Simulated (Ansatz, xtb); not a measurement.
# Relative energy of two conformers of CH5GaOTe

Structure X: `[CH3][Ga]([OH])[TeH]`, a singlet. Structure Y: `[CH3][Ga]([OH])[TeH]`, a singlet. Both are isolated molecules in the gas phase, relaxed with B3LYP-D3(BJ)/def2-SVP.

X (Å):

```xyz
9

C    -1.7753   -0.6718   -1.1866
Ga   -1.6845    1.0535   -0.2283
O    -0.7214    2.4525   -0.8233
Te   -2.8723    1.5961    1.9534
H    -2.4360   -1.3778   -0.6634
H    -2.1583   -0.5151   -2.2073
H    -0.7687   -1.1132   -1.2578
H    -0.2498    2.2993   -1.6524
H    -2.2186    3.1331    1.9348
```

Y (Å):

```yaml
atoms:
  - { symbol: C, position_ang: [0.2893, -0.5181, -0.1925] }
  - { symbol: Ga, position_ang: [-0.5722, 1.2593, -0.1939] }
  - { symbol: O, position_ang: [-0.7964, 2.2428, -1.6838] }
  - { symbol: Te, position_ang: [-1.5406, 2.5029, 1.7997] }
  - { symbol: H, position_ang: [1.1568, -0.5288, -0.8701] }
  - { symbol: H, position_ang: [0.6182, -0.7889, 0.8209] }
  - { symbol: H, position_ang: [-0.4350, -1.2723, -0.5399] }
  - { symbol: H, position_ang: [-1.0966, 1.2558, 2.8234] }
  - { symbol: H, position_ang: [-0.4472, 1.8503, -2.4942] }
```

Task: Which of the two would you expect CCSD(T)/def2-SVP + ΔMP2/def2-TZVPP electronic energies to favour?

Result: Too close to call at this level: CCSD(T)/def2-SVP + ΔMP2/def2-TZVPP gives E(Y) − E(X) = −1.79 kJ/mol.

How the difference moves with the method:

```
                             level               geometry  E(Y) − E(X) (kJ/mol)  departure from the last row (kJ/mol)  job, with rough time for the two
             B3LYP-D3(BJ)/def2-SVP  B3LYP-D3(BJ)/def2-SVP                   −1.45                                 +0.34                optimisation, 70 s
                       HF/def2-SVP  B3LYP-D3(BJ)/def2-SVP                   −1.57                                 +0.22           part of the CCSD(T) run
                      MP2/def2-SVP  B3LYP-D3(BJ)/def2-SVP                   −1.14                                 +0.65           part of the CCSD(T) run
                  CCSD(T)/def2-SVP  B3LYP-D3(BJ)/def2-SVP                   −1.23                                 +0.56                      single point
CCSD(T)/def2-SVP + ΔMP2/def2-TZVPP  B3LYP-D3(BJ)/def2-SVP                   −1.79                                                      single point, 43 s
```

The largest departure from CCSD(T)/def2-SVP + ΔMP2/def2-TZVPP is that of MP2/def2-SVP, 0.65 kJ/mol. Levels run at GFN2-xTB geometries aren't shown. The last row adds to CCSD(T) the change of the MP2 difference between the two basis sets, here −0.56 kJ/mol.

With harmonic frequencies from B3LYP-D3(BJ)/def2-SVP (ideal gas, rigid rotor, one conformer each, 298.15 K, 1 atm): on the last row, ΔE + ΔZPE = −1.78 kJ/mol. A mode under 50 cm⁻¹ makes harmonic enthalpies and free energies unreliable, so none is given.

The correlated steps freeze 15 core orbitals; the filled d shell of Ga and Te is correlated, in a basis made for valence electrons. Atoms past krypton carry core potentials in the def2 sets and no spin–orbit term is included. Codes used: Ansatz 0.2.0; the last row on 2 threads of Arm Neoverse V2 on a shared host.
